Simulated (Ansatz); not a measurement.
Input for Ansatz (development build ahead of 0.2.0):

```yaml
crystal:
  periodic: [false, false, false]
  atoms:
    - { symbol: Cr, position_ang: [0.0, 0.0, 0.0] }
    - { symbol: Cl, position_ang: [0.0, 0.0, 4.42] }
basis:
  gaussian: { orbitals: pcseg-2 }
magnetization:
  spin_polarized: true
  initial_magnetization: 5
hamiltonian:
  xc: r2scan
```

The input is written out in the form of the current development build from the run's settings.

Output:

```yaml
Converged: yes
Total_energy: -1504.58452 hartree
Spin_squared_of_the_determinant: 9.265
Stability_test: minimum
```

Caution: charge can spread falsely over distant fragments; the unrestricted determinant is spin contaminated.
